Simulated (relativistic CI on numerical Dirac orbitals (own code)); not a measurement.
## Cr²⁺: resonant inelastic scattering at the L2,3 edge

Computed with this model: Dirac-Coulomb-Breit CI, orbitals from a KLI potential per configuration, model QED (radiative potential, 1s self-energy scaled to tabulated hydrogen-like ionisation energies), valence Slater integrals scaled by 0.7, Kramers-Heisenberg scattering through one core-hole configuration in a parametric crystal field; configurations [Ar] 3d4 → [He] 2s2 2p5 3s2 3p6 3d5; 80 K; core-hole width 0.6 eV; summed over polarisations. Incident energies are the highest absorption maxima for each field (at most a few, so the weaker spin-orbit partner edge can be absent), on the computed scale of the free ion. Intensities are in per cent of the strongest line above 0.02 eV; levels within 1 cm⁻¹ are merged; final levels count from the ground level, the first row holds all elastic scattering, lines under 0.4 are left out and each table stops after 24 rows. The scale of the Slater integrals is a model choice and moves the terms in proportion.

Field parameters in Wybourne normalisation: D4h B²₀ = −7Ds, B⁴₀ = 21(Dq − Dt), B⁴₄ = 21√(5/14) Dq. The field is a parameter set, without covalency.

S is read from ⟨S²⟩ = S(S + 1).

D4h, 10Dq = 9850, Ds = -1500, Dt = 130 cm⁻¹:

```csv
Final level (eV),Degeneracy,Irrep,S,577.5 eV,585 eV,586.9 eV
0.000,1,A1,2.00,2590.4,307.9,558.9
0.000,2,E,2.00,287.4,16.3,38.5
0.002,2,B1+B2,2.00,124.5,20.7,15.7
0.663,2,A1+A2,2.00,100.0,9.3,32.8
0.664,2,E,2.00,86.7,14.5,25.6
0.664,1,B1,2.00,39.9,8.4,11.2
0.806,1,A1,1.00,16.2,17.4,12.1
0.807,2,E,1.00,27.2,20.6,15.6
1.235,2,E,2.00,51.5,22.2,15.5
1.241,1,A1,2.00,14.5,17.6,14.1
1.241,1,A2,2.00,10.7,9.3,3.7
1.247,2,E,2.00,22.2,26.9,17.5
1.253,1,B2,2.00,14.1,17.3,8.1
1.254,1,B1,2.00,4.5,13.6,4.8
1.260,2,E,2.00,11.1,16.5,20.6
1.347,1,A1,1.00,14.4,6.8,10.4
1.347,1,A2,1.00,12.1,11.8,15.3
1.355,2,E,1.00,20.2,24.7,31.0
1.362,1,B2,1.00,10.7,11.7,9.1
1.364,1,B1,1.00,9.3,17.1,9.3
1.734,1,B2,0.11,1.4,1.9,2.4
1.817,1,A2,1.00,2.6,12.0,5.0
1.818,2,E,1.00,5.0,10.7,12.3
1.835,1,B1,0.33,1.6,0.4,3.5
```

D4h, 10Dq = 9850, Ds = -860, Dt = 130 cm⁻¹:

| Final level (eV) | Degeneracy | Irrep | S | 577.5 eV | 585 eV | 586.8 eV |
| --- | --- | --- | --- | --- | --- | --- |
| 0.000 | 1 | A1 | 2.00 | 1967.5 | 208.5 | 438.0 |
| 0.000 | 2 | E | 2.00 | 243.6 | 9.9 | 28.1 |
| 0.002 | 2 | B1+B2 | 2.00 | 106.4 | 12.6 | 12.1 |
| 0.346 | 2 | A1+A2 | 2.00 | 95.0 | 5.6 | 33.4 |
| 0.347 | 2 | E | 2.00 | 100.0 | 13.2 | 27.2 |
| 0.347 | 1 | B1 | 2.00 | 43.0 | 6.8 | 12.2 |
| 0.795 | 1 | A1 | 1.00 | 16.0 | 9.8 | 8.2 |
| 0.795 | 2 | E | 1.00 | 21.4 | 12.4 | 13.2 |
| 1.139 | 1 | A1 | 1.00 | 14.2 | 4.7 | 13.2 |
| 1.139 | 1 | A2 | 1.00 | 13.7 | 8.7 | 15.0 |
| 1.149 | 2 | E | 1.01 | 19.0 | 17.1 | 30.6 |
| 1.155 | 2 | E | 2.00 | 31.0 | 14.9 | 12.7 |
| 1.157 | 1 | B2 | 1.00 | 10.5 | 9.4 | 10.8 |
| 1.158 | 1 | B1 | 1.00 | 8.6 | 13.9 | 9.4 |
| 1.161 | 1 | A1 | 2.00 | 9.3 | 10.7 | 12.6 |
| 1.161 | 1 | A2 | 2.00 | 12.8 | 6.2 | 4.0 |
| 1.167 | 2 | E | 2.00 | 19.5 | 16.0 | 16.7 |
| 1.173 | 1 | B2 | 2.00 | 12.2 | 9.4 | 6.7 |
| 1.174 | 1 | B1 | 2.00 | 4.7 | 8.0 | 4.8 |
| 1.180 | 2 | E | 2.00 | 11.7 | 10.5 | 17.0 |
| 1.568 | 2 | A1+A2 | 2.00 | 15.2 | 6.7 | 17.6 |
| 1.569 | 2 | E | 2.00 | 25.2 | 10.2 | 15.5 |
| 1.569 | 1 | B2 | 2.00 | 13.9 | 5.7 | 8.1 |
| 1.709 | 1 | B2 | 0.14 | 2.3 | 1.6 | 2.2 |

For the first field the strongest loss at the lowest incident energy is the level at 0.66 eV (S = 2.00, against 2.00 in the thermal ground state). Levels of other spin, the first over 8 % at 0.81 eV, appear because spin-orbit coupling of the core hole, and in heavier ions of the valence shell too, mixes spins.
